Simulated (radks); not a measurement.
Charge is removed step by step from the 5d5/2 level of Au, starting from [Xe] 4f14 5d(3/2: 4, 5/2: 6) 6s1. Method: Dirac Kohn-Sham, PBEsol, spin-unpolarised, spherical densities, finite nucleus; Fermi nuclear charge, rms radius 5.4371 fm; computed with a radial shooting solver on a logarithmic mesh with Libxc functionals.

| removed (e) | E - E(0) (eV) | eigenvalue (eV) | E minus straight line (eV) |
|---|---|---|---|
| 0 | 0.000 | -6.337 | 0.000 |
| 0.125 | 0.869 | -7.568 | -0.572 |
| 0.25 | 1.893 | -8.832 | -0.988 |
| 0.375 | 3.078 | -10.127 | -1.244 |
| 0.5 | 4.426 | -11.450 | -1.336 |
| 0.625 | 5.942 | -12.802 | -1.261 |
| 0.75 | 7.628 | -14.180 | -1.016 |
| 0.875 | 9.488 | -15.584 | -0.596 |
| 1 | 11.525 | -17.012 | 0.000 |

Removing the whole electron costs 11.525 eV by Delta-SCF, against 6.337 eV from minus the eigenvalue at the starting occupation. Slater's transition state (half an electron removed) gives 11.450 eV. Integrating minus the eigenvalue over the occupation (Janak's theorem) gives 11.525 eV. The mean slope of the eigenvalue, de/dn, is 10.7 eV per electron.
